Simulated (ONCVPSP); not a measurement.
# Scattering properties, ONCV potential for Re

| Quantity | Value |
| --- | --- |
| Element | Re (Z = 75) |
| Generator | ONCVPSP 4.0.1 |
| Type | optimised norm-conserving Vanderbilt (ONCV) |
| Functional | BLYP |
| Relativity | scalar-relativistic |
| Frozen core | [Kr] 4d10 4f14 |
| Valence charge | 15 |
| Reference configuration | 5s2 5p6 5d5 6s1.75 6p0.25 |
| Partial waves | 5s+6s: rc 1.80 bohr, ncon 5, nbas 9, qcut 6.4 1/bohr, 2 projectors; 5p+6p: rc 2.40 bohr, ncon 3, nbas 6, qcut 4.6 1/bohr, 2 projectors; 5d: rc 2.70 bohr, ncon 3, nbas 8, qcut 6.4 1/bohr, 1 projector |
| Local potential | polynomial inside 1.25 bohr (lpopt 5, dvloc0 0 Ha) |
| Core correction | Teter function fitted to the true core (icmod 2), fcfact 0.25 |

The phase is arctan(r·R′/R) of the radial function R(r), unwrapped; energies in Ha, scanned from -5 to 5 Ha. A pole is an energy at which the radial function vanishes at the test radius. The pseudo phase is shifted by a multiple of π to meet the all-electron one at the reference energy, and phase errors are pseudo minus all-electron; the curves can meet again beyond the range given. Levels narrower than the energy grid can be missing from the lists of poles.

Problem. For each channel, where are the poles, and over which energies does the pseudopotential scatter like the atom?

Solution.

| channel | radius (bohr) | reference energy (Ha) | poles, all-electron | poles, pseudo | unbroken range about the reference energy with phases within 0.05 rad | phase error 1 Ha above the reference energy (rad) |
| --- | --- | --- | --- | --- | --- | --- |
| s | 1.83 | -0.23 | -2.91, 4.92 | -2.91, 4.44 | below 4.8 | -0.002 |
| p | 2.43 | -0.05 | -1.67, 2.40 | -1.67, 2.42, 4.94 | below 3.7 | +0.002 |
| d | 2.74 | -0.21 | 0.01, 2.87 | 0.01, 3.06 | below 0.8 | +0.052 |

Phases in the d channel:

```csv
E (Ha),all-electron,pseudo
-4.96,1.439,1.439
-4.48,1.431,1.431
-4.00,1.422,1.422
-3.52,1.410,1.410
-3.04,1.395,1.395
-2.56,1.375,1.375
-2.08,1.348,1.348
-1.60,1.304,1.304
-1.12,1.219,1.219
-0.64,0.917,0.918
-0.16,-1.329,-1.329
0.32,-1.801,-1.796
0.80,-2.357,-2.303
1.28,-4.038,-3.946
1.76,-4.483,-4.452
2.24,-4.618,-4.597
2.72,-4.693,-4.672
3.20,-4.753,-4.727
3.68,-4.821,-4.780
4.16,-4.945,-4.853
4.64,-5.467,-5.009
```
